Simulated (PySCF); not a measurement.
CH11NOSi3, SMILES [SiH2](N[SiH3])C[SiH2]O.

Geometry: TPSSh-D3(BJ)/def2-SVP. This is a generated structure with no PubChem entry under its InChIKey; it may be hypothetical. One conformer was computed; it need not be the lowest.

The numbers are results of TPSSh-D3(BJ)/def2-SVP run with PySCF 2.14.0, not measurements.

Frequencies are harmonic and unscaled.

```csv
mode,ν (cm⁻¹),IR (km/mol),moving atoms (share of kinetic energy)
1,51,0.3,"Si 59 %, H 24 %, O 12 %"
2,66,3.9,"O 44 %, Si 30 %, H 21 %"
3,110,0.2,H 91 %
4,136,0.3,"H 40 %, C 31 %, Si 23 %"
5,158,2.1,"Si 41 %, H 29 %, N 25 %"
6,189,3.5,"O 36 %, N 28 %, Si 16 %, H 14 %"
7,257,4.5,"Si 31 %, N 26 %, O 24 %, H 16 %"
8,304,0.9,"H 48 %, Si 27 %, C 10 %, O 9 %"
9,462,6.2,H 90 %
10,523,8.3,"H 51 %, Si 40 %"
11,539,3.1,"H 79 %, Si 18 %"
12,581,3.9,"H 39 %, Si 31 %, N 19 %, C 11 %"
13,613,32.7,"H 56 %, C 29 %, Si 11 %"
14,664,61.3,"H 80 %, C 10 %"
15,674,3.5,"H 83 %, Si 11 %"
16,722,33.3,"H 77 %, N 11 %, Si 9 %"
17,736,36.7,"H 54 %, C 27 %, Si 16 %"
18,749,50.2,"H 77 %, C 11 %, Si 10 %"
19,787,58.8,"H 75 %, N 17 %"
20,805,122.5,"H 63 %, C 22 %, Si 9 %"
21,847,295.6,"H 72 %, Si 16 %, N 10 %"
22,859,7.7,"O 52 %, H 24 %, Si 21 %"
23,898,246.8,"N 42 %, H 30 %, Si 23 %"
24,941,149.6,H 90 %
25,951,210.5,"H 80 %, Si 12 %"
26,968,139.6,H 96 %
27,978,122.7,H 92 %
28,988,134.0,H 94 %
29,1003,78.3,"H 87 %, Si 9 %"
30,1020,39.4,"H 90 %, Si 9 %"
31,1057,76.1,"H 84 %, C 9 %"
32,1073,149.7,"H 68 %, C 26 %"
33,1183,118.8,"H 73 %, N 24 %"
34,1390,13.2,"H 92 %, C 8 %"
35,2222,166.7,H 97 %
36,2224,110.7,H 96 %
37,2238,211.9,H 97 %
38,2255,167.3,H 97 %
39,2266,125.5,H 97 %
40,2270,88.0,H 97 %
41,2283,93.7,H 96 %
42,3032,1.7,H 95 %
43,3091,2.2,"H 91 %, C 9 %"
44,3521,47.8,H 93 %
45,3558,423.4,H 94 %
```
